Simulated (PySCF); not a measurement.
CH₇GaN₂ (SMILES [CH3][Ga]([NH2])[NH2]), singlet, at a GFN2-xTB geometry (such geometries of metal compounds can be far from the true shape); PySCF with DF-PBE/def2-TZVPPD.

Here is a job for PySCF.
```python
from pyscf import gto, scf, dft

mol = gto.Mole()
mol.atom = '''
    Ga    0.00385527    0.00487921    0.00151868
    C    -1.43639030   -1.38106908   -0.27263669
    H    -1.15794897   -2.06712479   -1.07471403
    H    -2.37669640   -0.89981786   -0.54636413
    H    -1.58746582   -1.96446141    0.63710502
    N    -0.00622302    1.62191882   -0.85232091
    H    -0.59692689    1.82164177   -1.64965029
    H     0.80933812    2.22103015   -0.89163451
    N     1.41695411   -0.25699729    1.12640168
    H     2.06654668    0.47353772    1.38879360
    H     1.46686412   -1.00409745    1.80664028
'''
mol.basis = 'def2-tzvppd'
mol.verbose = 4
mol.max_memory = 1800
mol.build()

mf = dft.RKS(mol)
mf.xc = 'pbe'
mf = mf.density_fit(auxbasis='def2-universal-jkfit')
mf.kernel()
```

Q: Write the output that PySCF gives for this input, abridged.

A: 
```
PySCF version 2.14.0

[INPUT] verbose = 4
[INPUT] num. atoms = 11
[INPUT] num. electrons = 58
[INPUT] charge = 0
[INPUT] spin (= nelec alpha-beta = 2S) = 0
[INPUT] symmetry False subgroup None
[INPUT] Mole.unit = angstrom
[INPUT] Symbol           X                Y                Z      unit          X                Y                Z       unit  Magmom
[INPUT]  1 Ga     0.003855270000   0.004879210000   0.001518680000 AA    0.007285404436   0.009220370604   0.002869889271 Bohr   0.0
[INPUT]  2 C     -1.436390300000  -1.381069080000  -0.272636690000 AA   -2.714384274982  -2.609842320305  -0.515208675608 Bohr   0.0
[INPUT]  3 H     -1.157948970000  -2.067124790000  -1.074714030000 AA   -2.188206419522  -3.906299718399  -2.030915178928 Bohr   0.0
[INPUT]  4 H     -2.376696400000  -0.899817860000  -0.546364130000 AA   -4.491305277240  -1.700409317392  -1.032478569986 Bohr   0.0
[INPUT]  5 H     -1.587465820000  -1.964461410000   0.637105020000 AA   -2.999875631908  -3.712294047177   1.203954000386 Bohr   0.0
[INPUT]  6 N     -0.006223020000   1.621918820000  -0.852320910000 AA   -0.011759803468   3.064982366078  -1.610653090140 Bohr   0.0
[INPUT]  7 H     -0.596926890000   1.821641770000  -1.649650290000 AA   -1.128028338488   3.442404042368  -3.117387249409 Bohr   0.0
[INPUT]  8 H      0.809338120000   2.221030150000  -0.891634510000 AA    1.529427388970   4.197138697902  -1.684945027111 Bohr   0.0
[INPUT]  9 N      1.416954110000  -0.256997290000   1.126401680000 AA    2.677655198977  -0.485654492855   2.128590681450 Bohr   0.0
[INPUT] 10 H      2.066546680000   0.473537720000   1.388793600000 AA    3.905207248829   0.894856600451   2.624439547549 Bohr   0.0
[INPUT] 11 H      1.466864120000  -1.004097450000   1.806640280000 AA    2.771971448751  -1.897469182874   3.414055334808 Bohr   0.0

nuclear repulsion = 281.024418482254
number of shells = 106
number of NR pGTOs = 395
number of NR cGTOs = 284
basis = def2-tzvppd
ecp = {}

******** <class 'pyscf.df.df_jk.DFRKS'> ********
method = DFRKS
initial guess = minao
damping factor = 0
level_shift factor = 0
DIIS = <class 'pyscf.scf.diis.CDIIS'>
diis_start_cycle = 1
diis_space = 8
diis_damp = 0
SCF conv_tol = 1e-09
SCF conv_tol_grad = None
SCF max_cycles = 50
direct_scf = False
XC library pyscf.dft.libxc version 7.1.2
    S. Lehtola, C. Steigemann, M. J. T. Oliveira, and M. A. L. Marques,  SoftwareX 7, 1–5 (2018)
XC functionals = pbe
    J. P. Perdew, K. Burke, and M. Ernzerhof,  Phys. Rev. Lett. 77, 3865 (1996)
    J. P. Perdew, K. Burke, and M. Ernzerhof,  Phys. Rev. Lett. 78, 1396 (1997)
    J. P. Perdew, K. Burke, and M. Ernzerhof,  Phys. Rev. Lett. 77, 3865 (1996)
    J. P. Perdew, K. Burke, and M. Ernzerhof,  Phys. Rev. Lett. 78, 1396 (1997)
radial grids:
    Treutler-Ahlrichs [JCP 102, 346 (1995); DOI:10.1063/1.469408] (M4) radial grids

becke partition: Becke, JCP 88, 2547 (1988); DOI:10.1063/1.454033
pruning grids: <function nwchem_prune>
grids dens level: 3
symmetrized grids: False
atomic radii adjust function: <function treutler_atomic_radii_adjust>
small_rho_cutoff = 0
Set gradient conv threshold to 3.16228e-05
Initial guess from minao.
tot grids = 131488
init E= -2075.75749776012
  HOMO = -0.297813055467189  LUMO = -0.0695113345156855  gap/eV = 6.21241
cycle= 1 E= -2076.05305757954  delta_E= -0.296  |g|= 1.33  |ddm|= 2.85
  HOMO = -0.0657806049137548  LUMO = -0.00828961034579834  gap/eV = 1.56441
cycle= 2 E= -2075.22925654852  delta_E= 0.824  |g|= 2.47  |ddm|=  3.5
  HOMO = -0.226433641066898  LUMO = -0.0398757584992211  gap/eV = 5.07650
cycle= 3 E= -2076.28349215094  delta_E= -1.05  |g|= 0.321  |ddm|= 2.79
  HOMO = -0.194251407420046  LUMO = -0.0369596390933142  gap/eV = 4.28013
cycle= 4 E= -2076.30590545171  delta_E= -0.0224  |g|= 0.0989  |ddm|= 0.341
  HOMO = -0.19694001162929  LUMO = -0.0371981011390186  gap/eV = 4.34680
cycle= 5 E= -2076.30763727094  delta_E= -0.00173  |g|= 0.0295  |ddm|= 0.0891
  HOMO = -0.196314082046482  LUMO = -0.0367853267894785  gap/eV = 4.34100
cycle= 6 E= -2076.30788543511  delta_E= -0.000248  |g|= 0.00411  |ddm|= 0.0342
  HOMO = -0.196775301252683  LUMO = -0.0368599036909606  gap/eV = 4.35152
cycle= 7 E= -2076.30789024632  delta_E= -4.81e-06  |g|= 0.0015  |ddm|= 0.00609
  HOMO = -0.196862551648735  LUMO = -0.0369118724595322  gap/eV = 4.35248
cycle= 8 E= -2076.30789067847  delta_E= -4.32e-07  |g|= 0.000548  |ddm|= 0.00155
  HOMO = -0.196829181890985  LUMO = -0.0369009157893865  gap/eV = 4.35187
cycle= 9 E= -2076.30789073219  delta_E= -5.37e-08  |g|= 0.000275  |ddm|= 0.000601
  HOMO = -0.196818534393646  LUMO = -0.0368963507746389  gap/eV = 4.35170
cycle= 10 E= -2076.30789074812  delta_E= -1.59e-08  |g|= 4.72e-05  |ddm|= 0.000257
  HOMO = -0.196819121471691  LUMO = -0.0368972773404373  gap/eV = 4.35170
cycle= 11 E= -2076.30789074868  delta_E= -5.68e-10  |g|= 5.19e-06  |ddm|= 4.87e-05
  HOMO = -0.196819146122868  LUMO = -0.0368969146545999  gap/eV = 4.35171
Extra cycle  E= -2076.30789074867  delta_E= 8.64e-12  |g|= 7.92e-06  |ddm|= 1.48e-05
converged SCF energy = -2076.30789074867
```
